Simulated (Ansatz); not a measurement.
```yaml
crystal:
  periodic: [false, false, false]
  atoms:
    - {symbol: Si, position_ang: [-0.587047, 1.604445, 0.015766]}
    - {symbol: C, position_ang: [-0.177778, 0.020675, 0.937992]}
    - {symbol: Si, position_ang: [0.968790, -1.128873, 0.019500]}
    - {symbol: Se, position_ang: [0.336519, -1.441244, -2.153130]}
    - {symbol: H, position_ang: [-1.627664, 1.357312, -1.012967]}
    - {symbol: H, position_ang: [-1.097655, 2.628062, 0.968613]}
    - {symbol: H, position_ang: [0.598398, 0.321549, 2.193133]}
    - {symbol: H, position_ang: [0.298398, 0.271549, 1.893133]}
    - {symbol: H, position_ang: [-1.108957, -0.504423, 1.174667]}
    - {symbol: H, position_ang: [2.321128, -0.527584, -0.100940]}
    - {symbol: H, position_ang: [1.071823, -2.439100, 0.713961]}
    - {symbol: H, position_ang: [-0.951110, -2.041937, -1.777828]}
basis:
  gaussian: {orbitals: def2-SVPD, fitting: {mean_field: def2-universal-jkfit}}
hamiltonian: {xc: {name: BHLYP}}
accuracy: high
output: {forces: true}
```

```sh
$ ansatz run in.yaml --threads 4 --pin off --events-out ev --progress --plain --max-ram 10444MiB
```

Output, abridged:

```
Functional definition: BHLYP
741 factors; integrals over basis functions are off by at most 3.5e-1 eV
mean field evaluation 1: about -82233.0411 eV, gradient 5.5e1 eV
mean field evaluation 2: about -82217.7577 eV, gradient 8.9e1 eV
mean field evaluation 4: about -82244.8820 eV, gradient 1.2e1 eV
mean field evaluation 8: about -82245.3352 eV, gradient 2.8e-1 eV
mean field evaluation 16: about -82245.4133 eV, gradient 5.0e-4 eV
mean field -82245.41338032 eV, -3022.4631937834 hartree, gradient 7.0e-8 eV, S^2 0.000000; 0 other end points of the search recorded, 0 dependent functions left out
reference -82245.41341453 eV, -3022.4631950406 hartree; 38, 38 occupied and 135, 135 virtual orbitals, 741 factors
Total energy: -82245.41341453 eV, -3022.4631950406 hartree
Atom 0 at    -0.587047     1.604445     0.015766 Å, force     1.517920     2.351370    -1.099972 eV/Å
Atom 1 at    -0.177778     0.020675     0.937992 Å, force    -3.704715    -2.383837    -6.050682 eV/Å
Atom 2 at     0.968790    -1.128873     0.019500 Å, force     0.852767    -0.471557    -0.672159 eV/Å
Atom 3 at     0.336519    -1.441244    -2.153130 Å, force    -0.283722     0.094963     0.212671 eV/Å
Atom 4 at    -1.627664     1.357312    -1.012967 Å, force     0.104198    -0.625264     0.223996 eV/Å
Atom 5 at    -1.097655     2.628062     0.968613 Å, force    -0.629078    -0.451004     0.528000 eV/Å
Atom 6 at     0.598398     0.321549     2.193133 Å, force    30.622001     5.085884    30.651636 eV/Å
Atom 7 at     0.298398     0.271549     1.893133 Å, force   -29.008897    -3.785680   -25.891590 eV/Å
Atom 8 at    -1.108957    -0.504423     1.174667 Å, force     0.712905     0.099108     1.948364 eV/Å
Atom 9 at     2.321128    -0.527584    -0.100940 Å, force    -0.195919    -0.040367     0.184183 eV/Å
Atom 10 at     1.071823    -2.439100     0.713961 Å, force    -0.122594     0.152240     0.058467 eV/Å
Atom 11 at    -0.951110    -2.041937    -1.777828 Å, force     0.135134    -0.025858    -0.092914 eV/Å
Dipole moment:     0.062730    -0.804199     0.756695 e Å
```

(1) What is wrong with this run?

Results:

(1) One atom was put on top of another. Self-consistency was reached. The result belongs to that input, not to the molecule as meant.
